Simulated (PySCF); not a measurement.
Si(H)(Me)(OH)(OMe) (C₂H₈O₂Si), SMILES CO[SiH](C)O. The structure is a stationary point at PBE-D3(BJ)/def2-SVP. One conformer was computed; it need not be the lowest.

Computed equilibrium geometry at PBE-D3(BJ)/def2-SVP (PySCF confirms it by a frequency run) as bond lengths and angles (one conformer of several):
Atoms: Si1 C2 O3 O4 C5 H6 H7 H8 H9 H10 H11 H12 H13. Bonds (Å): Si1–C2 1.860, Si1–O3 1.683, Si1–O4 1.681, Si1–H6 1.512, C2–H7 1.108, C2–H8 1.108, C2–H9 1.109, O3–H10 0.972, O4–C5 1.410, C5–H11 1.115, C5–H12 1.110, C5–H13 1.117. Angles (°): C2–Si1–O3 107.4, C2–Si1–O4 106.2, C2–Si1–H6 114.4, O3–Si1–O4 112.4, O3–Si1–H6 108.8, O4–Si1–H6 107.8, Si1–C2–H7 110.8, Si1–C2–H8 111.0, Si1–C2–H9 109.8, H7–C2–H8 108.7, H7–C2–H9 108.2, H8–C2–H9 108.3, Si1–O3–H10 115.5, Si1–O4–C5 123.4, O4–C5–H11 112.1, O4–C5–H12 109.0, O4–C5–H13 112.5, H11–C5–H12 107.6, H11–C5–H13 107.8, H12–C5–H13 107.6.
